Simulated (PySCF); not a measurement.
**Structure from NMR data**

The spectra below were simulated for a compound C₂H₁₃NO₂Si₃.

$^{1}$H NMR (400 MHz, computed): δ 4.54 (s, 3H), 4.28 (s, 2H), 4.20 (s, 2H), 2.52 (s, 6H).

$^{13}$C{$^{1}$H} NMR (computed): δ 35.4 (CH3).

One averaged value for each set of equivalent atoms, in vacuum, one computed conformer, non-relativistic Hamiltonian. HF/pcSseg-1 with gauge-including orbitals; PBE0-D3(BJ)/def2-SVP structure; PySCF 2.14.

Shifts are taken against calculated references (same method and geometry level): $^{1}$H and $^{13}$C against TMS.

Problem. What is the structure?

Solution. 
The formula gives 0 degrees of unsaturation. 1 carbon signal for 2 carbons: some carbons are equivalent by symmetry or fast rotation. Carbon types of the structure: 2 × CH3, leaving 7 H on heteroatoms. δC 35.4: methyl carbon bonded to N; pulled downfield by the heteroatom. δH 4.54: hydrogen on a silicon bonded to O. δH 4.28: hydrogen on a silicon bonded to 2 O. δH 4.20: hydrogen on a silicon bonded to N, O. δH 2.52: hydrogen on a methyl carbon bonded to N; its carbon carries N, an electronegative neighbour.

Structure: SMILES CN(C)[SiH2]O[SiH2]O[SiH3].

The shifts were computed for this structure.

Shifts are as computed. Against solution values, carbons near 30 ppm lie about -0 ppm off and those near 130 ppm about +7 ppm. Of 1211 compounds with measured shifts, 218 miss one by over three times the rms of a fit or turn the order of signals round; such compounds aren't used in these exercises. Multiplicities follow the n + 1 count of equivalent neighbours, as no J values were calculated; m marks all less simple cases, F and P coupling included.
